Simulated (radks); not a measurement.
Q: The zinc ion Zn13+ is in [Ne] 3s2 3p(1/2: 2, 3/2: 3). Method: Dirac Kohn-Sham, BLYP, spin-unpolarised, spherical densities, finite nucleus; Fermi nuclear charge, rms radius of each element as measured or else 0.836 A^(1/3) + 0.57 fm; computed with a radial shooting solver on a logarithmic mesh with Libxc functionals. Sub-shells are occupied by j as written (lower j first in brackets). One electron is removed from 3p1/2, 2p3/2, 3p3/2, 3s1/2 in turn, with full relaxation. Which removal costs least, and what does each cost?

A: 3p3/2 455.43 eV; 3p1/2 460.13 eV; 3s1/2 504.41 eV; 2p3/2 1471.3 eV. The 3p3/2 electron leaves first.
